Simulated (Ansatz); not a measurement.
Ansatz (a program for electronic structure) input (B3LYP-D3(BJ)/def2-TZVP):

Ansatz 0.2 input:
```yaml
crystal:
  periodic: [false, false, false]
  atoms:
    - {symbol: Sr, position_ang: [0.21449557, -0.11091325, -0.16384596]}
    - {symbol: F, position_ang: [-0.68239543, 1.67362700, -0.92907557]}
    - {symbol: F, position_ang: [-0.22325252, -1.20532662, 1.62086962]}
basis:
  gaussian:
    orbitals: def2-TZVP
hamiltonian:
  xc: b3lyp
  dispersion: d3bj
phonons: {temperatures: {t_min: 298.15, t_max: 298.15, t_step: 100}}
```

Output:

```
Functional definition: B3LYP
integrals: 0.02 GiB planned
625 factors; their error is unknown
mean field: 0.22 GiB planned
mean field evaluation 1: about -6268.7979 eV, gradient 6.9e1 eV
mean field evaluation 2: about -6145.2215 eV, gradient 2.5e2 eV
mean field evaluation 4: about -6276.2678 eV, gradient 3.1e0 eV
mean field evaluation 8: about -6276.3086 eV, gradient 9.8e-2 eV
mean field evaluation 16: about -6276.3086 eV, gradient 8.3e-6 eV
mean field -6276.30856329 eV, -230.6500854661 hartree, gradient 8.3e-6 eV, S^2 0.000000; 0 other end points of the search recorded, 0 dependent functions left out
the calculation of the forces begins
reference -6276.30882982 eV, -230.6500952609 hartree; 14, 14 occupied and 81, 81 virtual orbitals, 625 factors
these checks for a lower state are left out or cut short: stability, starts, cluster_reference, orbital_swaps, neighbouring_geometries, increment
integrals: 0.02 GiB planned
625 factors; their error is unknown
mean field: 0.22 GiB planned
mean field -6276.30853703 eV, -230.6500845013 hartree, gradient 6.0e-7 eV, S^2 0.000000; 0 other end points of the search recorded, 0 dependent functions left out
the calculation of the forces begins
reference -6276.30880356 eV, -230.6500942958 hartree; 14, 14 occupied and 81, 81 virtual orbitals, 625 factors
these checks for a lower state are left out or cut short: stability, starts, cluster_reference, orbital_swaps, neighbouring_geometries, increment
integrals: 0.02 GiB planned
625 factors; their error is unknown
mean field: 0.22 GiB planned
mean field evaluation 32: about -6276.3085 eV, gradient 6.3e-7 eV
mean field -6276.30853574 eV, -230.6500844538 hartree, gradient 6.3e-7 eV, S^2 0.000000; 0 other end points of the search recorded, 0 dependent functions left out
the calculation of the forces begins
reference -6276.30880228 eV, -230.6500942488 hartree; 14, 14 occupied and 81, 81 virtual orbitals, 625 factors
these checks for a lower state are left out or cut short: stability, starts, cluster_reference, orbital_swaps, neighbouring_geometries, increment
integrals: 0.02 GiB planned
625 factors; their error is unknown
mean field: 0.22 GiB planned
mean field -6276.30852357 eV, -230.6500840064 hartree, gradient 6.2e-7 eV, S^2 0.000000; 0 other end points of the search recorded, 0 dependent functions left out
the calculation of the forces begins
reference -6276.30879011 eV, -230.6500938015 hartree; 14, 14 occupied and 81, 81 virtual orbitals, 625 factors
these checks for a lower state are left out or cut short: stability, starts, cluster_reference, orbital_swaps, neighbouring_geometries, increment
integrals: 0.02 GiB planned
625 factors; their error is unknown
mean field: 0.22 GiB planned
mean field -6276.30853485 eV, -230.6500844210 hartree, gradient 6.1e-7 eV, S^2 0.000000; 0 other end points of the search recorded, 0 dependent functions left out
the calculation of the forces begins
reference -6276.30880137 eV, -230.6500942154 hartree; 14, 14 occupied and 81, 81 virtual orbitals, 625 factors
these checks for a lower state are left out or cut short: stability, starts, cluster_reference, orbital_swaps, neighbouring_geometries, increment
integrals: 0.02 GiB planned
625 factors; their error is unknown
mean field: 0.22 GiB planned
mean field -6276.30856404 eV, -230.6500854936 hartree, gradient 7.8e-7 eV, S^2 0.000000; 0 other end points of the search recorded, 0 dependent functions left out
the calculation of the forces begins
reference -6276.30883056 eV, -230.6500952883 hartree; 14, 14 occupied and 81, 81 virtual orbitals, 625 factors
these checks for a lower state are left out or cut short: stability, starts, cluster_reference, orbital_swaps, neighbouring_geometries, increment
integrals: 0.02 GiB planned
625 factors; their error is unknown
mean field: 0.22 GiB planned
mean field -6276.30855599 eV, -230.6500851978 hartree, gradient 8.5e-7 eV, S^2 0.000000; 0 other end points of the search recorded, 0 dependent functions left out
the calculation of the forces begins
reference -6276.30882252 eV, -230.6500949926 hartree; 14, 14 occupied and 81, 81 virtual orbitals, 625 factors
Total energy: -6276.35456673 eV, -230.6517760615 hartree
Atom 0 at     0.214496    -0.110913    -0.163846 Å, force    -0.000187     0.000097     0.000143 eV/Å
Atom 1 at    -0.682395     1.673627    -0.929076 Å, force     0.000066     0.000122    -0.000222 eV/Å
Atom 2 at    -0.223253    -1.205327     1.620870 Å, force     0.000121    -0.000219     0.000080 eV/Å
Dipole moment:     0.954018    -0.493312    -0.728742 e Å
Vibrations: 86.83 469.72 473.56 cm⁻¹, zero-point energy 0.063859 eV
```
